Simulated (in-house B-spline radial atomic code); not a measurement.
**RPA and G0W0 on PBEsol: Sr VI (Sr5+)**

Configuration [Ar] 3d10 4s2 4p3, highest spin, mean-field start PBEsol. Computed with a B-spline radial code for spherical atoms: all electrons, non-relativistic, point nucleus, each spin shell either full or empty, empty states to l = 9 with an (l + 1/2)⁻⁴ tail; G0W0 by contour deformation at full frequency.

Without relativity these are model numbers: it shifts the levels of so heavy an element strongly and can reorder them.

Command:
```bash
python run_gw.py task.json out
```
Settings (radii: box in bohr, nucleus in fm):
```
Z                        38
electrons                33
configuration            [Ar] 3d10 4s2 4p3
hamiltonian              nr
method                   pbesol
lmax                     9
spin_polarised           True
box_radius               10.43
intervals                51
```

Cost of the run: 3.9 s on 1 thread of Arm Neoverse N1, on a shared host.

Energies (hartree):

```
                                     term        value
                         mean-field total  -3124.28234
Hartree-Fock functional on these orbitals  -3124.88394
                      direct second order      -2.7908
                    second-order exchange       0.8172
                         SOSEX correction      0.75674
```

(1) What is the RPA correlation energy, and what remains with SOSEX?

Quasi-particle levels (eV):

```json
{"level": "4p up", "occupied": "yes", "mean field": "-81.17", "Σx - vxc": "-7.59", "Σc": "?", "QP weight": "?", "G0W0": "?"}
{"level": "4s down", "occupied": "yes", "mean field": "-95.32", "Σx - vxc": "-4.70", "Σc": "-2.93", "QP weight": "0.954", "G0W0": "-102.96"}
{"level": "3d down", "occupied": "yes", "mean field": "-195.98", "Σx - vxc": "-23.71", "Σc": "5.82", "QP weight": "0.858", "G0W0": "-213.87"}
{"level": "4p down", "occupied": "no", "mean field": "-76.82", "Σx - vxc": "9.23", "Σc": "-3.02", "QP weight": "0.952", "G0W0": "-70.61"}
```

G0W0 = mean field + (Σx - vxc) + Σc, with Σc (partial-wave tail included) taken at the quasi-particle energy. Only the outer levels were computed. Levels of low weight are left out.

(2) Where does G0W0 put 4p up?

## Answers

(1) RPA gives -2.46 hartree (-2.03 eV per electron); RPA + SOSEX gives -1.7032, and the second-order doubles -1.9736 hartree (no singles). RPA lacks exchange-type terms and so overcorrelates at short range.

(2) At -89.19 eV, with Σc = -0.43 eV and a quasi-particle weight of 0.951. The tabulated removal energy is 88 ± 2 eV (NIST, tabulated theory); the calculation leaves out relativity, Breit and QED terms, and what these don't explain is the method's own error.
